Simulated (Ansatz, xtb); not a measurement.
Isomers of GeH8O2Si2 in order of energy

5 gas-phase structures of GeH8O2Si2, from a drawn sample of its isomers (lower ones may exist). Each was relaxed with GFN2-xTB; where two conformers were screened, the lower at r2SCAN-D4/def2-SVP is listed:

A. `O[SiH2]O[SiH2][GeH3]`, a singlet
B. `[SiH3][O][GeH2][O][SiH3]`, a singlet
C. `[SiH3]O[SiH2][O][GeH3]`, a singlet
D. `O[Si@H]([GeH3])O[SiH3]`, a singlet
E. `[OH][GeH2][SiH2]O[SiH3]`, a singlet

Question: Make a reasoned guess at their ranking by r2SCAN-D4/def2-SVP single-point energy.

Answer: Calculated order at r2SCAN-D4/def2-SVP: C (0.000), A (0.267), D (0.294), B (0.653), E (1.225) eV. Less than 1 kcal/mol parts A and D, so the order within that pair means little.

Energies above the lowest of each column, in eV; the last columns are at PBE0-D4/def2-SVP geometries and were run for some of them only (a dash: not run or not comparable):

| structure | GFN2-xTB | HF/STO-3G | r2SCAN-D4/def2-SVP | PBE0-D4/def2-SVP | CCSD(T)/def2-SVP + ΔMP2/def2-TZVPP |
| --- | --- | --- | --- | --- | --- |
| C | 0.000 | 0.000 | 0.000 | 0.000 | 0.000 |
| A | 0.740 | 0.240 | 0.267 | 0.201 | 0.323 |
| D | 0.723 | 0.199 | 0.294 | 0.216 | 0.348 |
| B | 0.669 | 0.276 | 0.653 | – | – |
| E | 1.232 | 0.923 | 1.225 | – | – |

Every level run on C puts it lowest or level with the lowest. Flexible structures stand in one conformer each, not always the lowest. D keeps a small imaginary mode. Frequencies (GFN2-xTB) were run for A, C, D alone. ΔMP2 is the change of the MP2 energy from the smaller to the larger basis.

Over these structures GFN2-xTB departs from r2SCAN-D4/def2-SVP by 0.213 eV on average once a common shift is removed. A GFN2-xTB relaxation took about 0.19 s and the r2SCAN-D4/def2-SVP energy about 1.5 s on a shared host (Ansatz 0.2.0, xtb 6.7.1).
